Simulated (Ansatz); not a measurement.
The cluster Na₂Cl₂. Charge 0, multiplicity 1. Geometry PBE0-D4/def2-TZVP, basis def2-TZVP, Ansatz.

```xyz
4

Na   -1.1735   -1.0120    0.3771
Na    1.1732    1.0124   -0.3772
Cl   -0.6760    0.0959   -1.8433
Cl    0.6763   -0.0964    1.8433
```

```tsv
run	HOMO (eV)	LUMO (eV)
A	-6.36	-1.34
B	-6.96	-1.27
C	-7.36	-0.98
D	-6.33	-0.86
E	-6.01	-1.54
F	-7.10	-1.26
```

B3LYP takes the VWN-RPA correlation. HSE06 is defined as in plane-wave codes, on full-range PBE exchange. The structure comes from a short search, and lower isomers may exist.

Problem. The runs used B3LYP, B97M-V, HSE06, PBE, PBE0, r2SCAN. Estimate which is which.

Solution. A B97M-V (0 % exact exchange); B HSE06 (range-separated); C PBE0 (25 % exact exchange); D r2SCAN (0 % exact exchange); E PBE (0 % exact exchange); F B3LYP (20 % exact exchange). Exact exchange lowers occupied and raises empty levels; among semilocal functionals meta-GGAs tend to open the gap a little, and such runs are hard to tell apart. The gap grows from 4.47 eV (PBE) to 6.39 eV (PBE0).
